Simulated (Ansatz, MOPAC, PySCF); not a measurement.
Species: GaF$_{2}$, net charge 1, singlet state. SMILES of the parent species: [F][Ga][F]
Geometry from a B3LYP-D3(BJ)/def2-TZVP (Ansatz, a first-principles code) optimisation:
```xyz
3

Ga     0.0000     0.0000     0.0000
F      0.0000     0.0000    -1.6703
F      0.0000     0.0000     1.6703
```
Charge +1, spin multiplicity 1.

Unscaled harmonic wavenumbers (cm⁻¹) in rising order, each level at the stationary point that it reaches from this structure (no distance between atoms moves by over 0.3 Å); the order of modes can differ between levels, and a negative number is imaginary. B3LYP-D3(BJ)/def2-TZVP (PySCF, at the structure above): 170, 170, 718, 909.

PM6 (MOPAC): 127, 127, 663, 843. Zero-point energy 2.5 against 2.8 kcal/mol; where all levels lie over 400 cm⁻¹, the wavenumbers are on average 0.925 times those of B3LYP-D3(BJ)/def2-TZVP.

PM7 (MOPAC): 132, 132, 675, 828. Zero-point energy 2.5 against 2.8 kcal/mol; where all levels lie over 400 cm⁻¹, the wavenumbers are on average 0.926 times those of B3LYP-D3(BJ)/def2-TZVP.

B3LYP/6-31G* with LANL2DZ past Ar (Ansatz): 131, 131, 721, 885. Zero-point energy 2.7 against 2.8 kcal/mol; where all levels lie over 400 cm⁻¹, the wavenumbers are on average 0.989 times those of B3LYP-D3(BJ)/def2-TZVP.
